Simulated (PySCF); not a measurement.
**Question.** Write Cartesian coordinates for 2-cyanopyridine oxide, `N#Cc1cccc[n+]1[O-]` as optimised with GFN2-xTB.

**Answer.** 
```
atom  x, y, z in Å
N1     3.535    0.505   -0.214
C2     2.407    0.317   -0.146
C3     1.005    0.149   -0.061
C4     0.166    1.255    0.001
C5    -1.201    1.081    0.083
C6    -1.694   -0.220    0.101
C7    -0.832   -1.286    0.038
N8     0.512   -1.127   -0.043
O9     1.269   -2.117   -0.099
H10    0.610    2.238   -0.018
H11   -1.865    1.927    0.131
H12   -2.754   -0.408    0.164
H13   -1.162   -2.313    0.047
```

Orientation and origin are arbitrary. Atoms count from 1 in this order. The 6-membered ring C3–C4–C5–C6–C7–N8 has internal angles of 117.8° to 122.3° (sum 720°, against 720° for a flat polygon); it is planar, 0.00 Å rms from its mean plane, widest ring torsion 0°. The 9 heavy atoms lie in one plane (0.000 Å rms). N8 (N-oxide nitrogen) is planar (angles 121.4°, 120.8° and 117.8°, sum 360.0°, 0.00 Å off the plane of its three neighbours). The 5 C–C bonds span 1.372 Å (C6–C7, aromatic) to 1.414 Å (C2–C3, drawn single), a spread of 0.042 Å.

Bonds between heavy atoms (Å): N1≡C2 1.145, C2–C3 1.414, C3–C4 1.389, C4–C5 1.380, C5–C6 1.391, C6–C7 1.372, C7–N8 1.356, N8–O9 1.248, C3–N8 1.369.

Computed geometry: GFN2-xTB, gas phase.

Point group: Cs (tolerance 0.08 Å). Stationary, but not proved a minimum.
